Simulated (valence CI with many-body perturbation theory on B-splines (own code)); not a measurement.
Ni12+: calculated level list

Calculated by relativistic CI+MBPT: six valence electrons over a frozen Dirac-Fock core [Ne], radial functions for each j: 9 s, 9 p, 8 d, 6 f, 3 g, 1 h, with the one-electron correlation potential Σ1 (screened to all orders), the two-electron term Σ2, the three-electron term Σ3, Breit, model QED; selected single and double excitations, second order for the rest, scaled by the run's own slope (own B-spline code, finite nucleus).

No measured spectrum was set against this ion. As an estimate, levels of excited configurations hold to 0.05 to 0.15 % of their energy, terms of the ground configuration to about 0.5 %. Among the levels kept, up to 1500 cm⁻¹ of a level comes from second order outside the variational space, and about a tenth of that is noise between levels of different J, which matters for small intervals.

Levels 1 to 41 of 41, with energies above the lowest level, 3s2.3p4 3P_2. "Leading %" is the weight of the configuration and term that name the level; weights of strongly mixed levels are sums over their largest components and can fall short. In the jj column 3d3/2^4 stands for four electrons in 3d with j = 3/2. Lifetimes count E1, E2, E3, M1 and M2 decay at the calculated energies, and are blank where another channel may lead or the interval is too uncertain; long ones can be off by a factor of two.

| No. | Configuration | Term | J | E (cm⁻¹) | Leading % | Lifetime | Leading jj | g |
| --- | --- | --- | --- | --- | --- | --- | --- | --- |
| 1 | 3s2.3p4 | 3P | 2 | 0 | 90 |  | 3s^2 3p1/2^2 3p3/2^2 (85 %) | 1.468 |
| 2 | 3s2.3p4 | 3P | 1 | 19527 | 97 | 6.36 ms | 3s^2 3p1/2 3p3/2^3 (97 %) | 1.500 |
| 3 | 3s2.3p4 | 3P | 0 | 20100 | 87 | 22.0 s | 3s^2 3p1/2^2 3p3/2^2 (62 %) |  |
| 4 | 3s2.3p4 | 1D | 2 | 47205 | 90 | 3.61 ms | 3s^2 3p1/2 3p3/2^3 (84 %) | 1.031 |
| 5 | 3s2.3p4 | 1S | 0 | 98151 | 86 | 387 μs | 3s^2 3p3/2^4 (62 %) |  |
| 6 | 3s.3p5 | 3P° | 2 | 330070 | 80 | 253 ps | 3s 3p1/2^2 3p3/2^3 (80 %) | 1.500 |
| 7 | 3s.3p5 | 3P° | 1 | 344020 | 78 | 232 ps | 3s 3p1/2 3p3/2^4 (43 %) | 1.490 |
| 8 | 3s.3p5 | 3P° | 0 | 353410 | 79 | 237 ps | 3s 3p1/2 3p3/2^4 (79 %) |  |
| 9 | 3s.3p5 | 1P° | 1 | 420990 | 56 | 92.3 ps | 3s 3p1/2^2 3p3/2^3 (29 %) | 1.008 |
| 10 | 3s2.3p3.3d | 5D° | 0 | 447440 | 95 | 4.48 ns | 3s^2 3p1/2 3p3/2^2 3d3/2 (47 %) |  |
| 11 | 3s2.3p3.3d | 5D° | 1 | 447800 | 95 | 4.40 ns | 3s^2 3p1/2 3p3/2^2 3d3/2 (49 %) | 1.493 |
| 12 | 3s2.3p3.3d | 5D° | 2 | 448010 | 93 | 6.97 ns | 3s^2 3p1/2 3p3/2^2 3d3/2 (36 %) | 1.482 |
| 13 | 3s2.3p3.3d | 5D° | 3 | 448400 | 91 | 18.7 ns | 3s^2 3p1/2 3p3/2^2 3d3/2 (24 %) | 1.482 |
| 14 | 3s2.3p3.3d | 5D° | 4 | 450170 | 94 |  | 3s^2 3p1/2 3p3/2^2 3d5/2 (50 %) | 1.490 |
| 15 | 3s2.3p3.3d | 3D° | 2 | 474640 | 63 | 8.41 ns | 3s^2 3p1/2^2 3p3/2 3d5/2 (44 %) | 1.041 |
| 16 | 3s2.3p3.3d | 3D° | 3 | 480180 | 82 | 329 ns | 3s^2 3p1/2 3p3/2^2 3d5/2 (74 %) | 1.310 |
| 17 | 3s2.3p3.3d | 3D° | 1 | 482620 | 96 | 12.5 ns | 3s^2 3p1/2 3p3/2^2 3d5/2 (46 %) | 0.511 |
| 18 | 3s2.3p3.3d | 3F° | 2 | 488000 | 69 | 14.7 ns | 3s^2 3p1/2 3p3/2^2 3d3/2 (72 %) | 0.812 |
| 19 | 3s2.3p3.3d | 1S° | 0 | 491530 | 93 | 10.1 ns | 3s^2 3p1/2 3p3/2^2 3d5/2 (50 %) |  |
| 20 | 3s2.3p3.3d | 3F° | 3 | 492300 | 81 | 23.1 ns | 3s^2 3p1/2 3p3/2^2 3d3/2 (60 %) | 1.108 |
| 21 | 3s2.3p3.3d | 3F° | 4 | 498790 | 88 |  | 3s^2 3p1/2 3p3/2^2 3d5/2 (66 %) | 1.239 |
| 22 | 3s2.3p3.3d | 3G° | 3 | 516570 | 86 | 4.32 ns | 3s^2 3p1/2 3p3/2^2 3d3/2 (34 %) | 0.786 |
| 23 | 3s2.3p3.3d | 3G° | 4 | 519540 | 82 |  | 3s^2 3p1/2 3p3/2^2 3d5/2 (39 %) | 1.081 |
| 24 | 3s2.3p3.3d | 3G° | 5 | 523390 | 97 |  | 3s^2 3p1/2 3p3/2^2 3d5/2 (97 %) | 1.199 |
| 25 | 3s2.3p3.3d | 1G° | 4 | 529480 | 85 |  | 3s^2 3p1/2 3p3/2^2 3d3/2 (57 %) | 1.025 |
| 26 | 3s2.3p3.3d | 1D° | 2 | 539080 | 81 | 633 ps | 3s^2 3p1/2 3p3/2^2 3d3/2 (42 %) | 1.001 |
| 27 | 3s2.3p3.3d | 3D° | 1 | 552270 | 94 | 364 ps | 3s^2 3p1/2^2 3p3/2 3d3/2 (37 %) | 0.514 |
| 28 | 3s2.3p3.3d | 3P° | 0 | 555270 | 91 | 10.6 ns | 3s^2 3p1/2^2 3p3/2 3d3/2 (44 %) |  |
| 29 | 3s2.3p3.3d | 3P° | 1 | 558190 | 89 | 192 ps | 3s^2 3p1/2^2 3p3/2 3d5/2 (29 %) | 1.489 |
| 30 | 3s2.3p3.3d | 3F° | 3 | 560980 | 87 | 1.52 ns | 3s^2 3p1/2 3p3/2^2 3d5/2 (41 %) | 1.072 |
| 31 | 3s2.3p3.3d | 3F° | 2 | 561680 | 47 | 4.76 ns | 3s^2 3p1/2 3p3/2^2 3d5/2 (41 %) | 0.918 |
| 32 | 3s2.3p3.3d | 3F° | 4 | 564790 | 78 | 666 μs | 3s^2 3p3/2^3 3d5/2 (64 %) | 1.212 |
| 33 | 3s2.3p3.3d | 3D° | 2 | 565190 | 48 | 291 ps | 3s^2 3p3/2^3 3d3/2 (33 %) | 0.973 |
| 34 | 3s2.3p3.3d | 3P° | 2 | 572620 | 83 | 90.0 ps | 3s^2 3p3/2^3 3d5/2 (48 %) | 1.438 |
| 35 | 3s2.3p3.3d | 3D° | 3 | 575770 | 84 | 1.21 ns | 3s^2 3p1/2 3p3/2^2 3d5/2 (47 %) | 1.295 |
| 36 | 3s2.3p3.3d | 1F° | 3 | 608070 | 81 | 343 ps | 3s^2 3p3/2^3 3d5/2 (49 %) | 1.037 |
| 37 | 3s2.3p3.3d | 3P° | 1 | 609570 | 32 | 7.92 ps | 3s^2 3p1/2 3p3/2^2 3d3/2 (73 %) | 1.506 |
| 38 | 3s2.3p3.3d | 3P° | 2 | 609720 | 79 | 7.78 ps | 3s^2 3p1/2 3p3/2^2 3d5/2 (34 %) | 1.491 |
| 39 | 3s2.3p3.3d | 3S° | 1 | 613410 | 57 | 8.99 ps | 3s^2 3p1/2 3p3/2^2 3d5/2 (66 %) | 1.593 |
| 40 | 3s2.3p3.3d | 3P° | 1 | 624890 | 46 | 7.55 ps | 3s^2 3p3/2^3 3d5/2 (22 %) | 1.380 |
| 41 | 3s2.3p3.3d | 3P° | 0 | 625190 | 77 | 6.85 ps | 3s^2 3p3/2^3 3d3/2 (41 %) |  |

Names give the largest LS component (configuration and term), which can be under half, so a name can repeat, a term be missing and a line seem to break the LS rules; names also repeat where a configuration has a term twice.

Where two levels of one J and parity lie close, their mixing, g and order are uncertain.

The ionisation energy to 3s2.3p3 4S°_3/2 of the next ion comes out as 384.95 eV (NIST: 384.5 ± 0.5 eV (semi-empirical)). All 41 levels together are meant to be complete up to 632160 cm⁻¹.
